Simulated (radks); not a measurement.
Results of a calculation; reference values are marked as such.
Ionisation of the thulium ion Tm32+, [Kr] 4d1, to Tm33+, [Kr], under several functionals. Scalar-relativistic Kohn-Sham, spin-polarised, spherical densities, finite nucleus; open shells are filled with parallel spins first (spin-orbit coupling, left out, can overturn this in heavy ions); a radial shooting solver on a logarithmic mesh with Libxc functionals.

functional	E(Tm32+) (hartree)	Exc (hartree)	IE (eV)	-e(HOMO) (eV)	<r> HOMO (bohr)	IE error (eV)
PBE	-13017.8271	-236.5757	1250.5	1227.1	0.4663	-4.5
B86b exchange with PBE correlation	-13018.8796	-237.6289	1250.6	1227.2	0.4663	-4.4
BLYP	-13018.9004	-237.6422	1250.4	1227.0	0.4664	-4.6
XLYP	-13019.6969	-238.4388	1250.4	1227.0	0.4664	-4.6
revPBE	-13018.2489	-237.0031	1250.5	1227.1	0.4663	-4.5
TASK exchange with Perdew-Wang LDA correlation	-13017.2821	-234.6352	1249.5	1226.7	0.4657	-5.5
LDA (Slater exchange, Perdew-Wang correlation)	-13008.9893	-227.7297	1250.8	1227.3	0.4660	-4.2

NIST Atomic Spectra Database: 1255 eV (theoretical). Closest: LDA (Slater exchange, Perdew-Wang correlation). The Delta-SCF values span 1.35 eV, the total energies 10.71 hartree. The highest occupied level is 4d. Open shells are spherical and high-spin; term and fine-structure splittings are not resolved. Spin-orbit splitting is averaged out at the scalar-relativistic level.
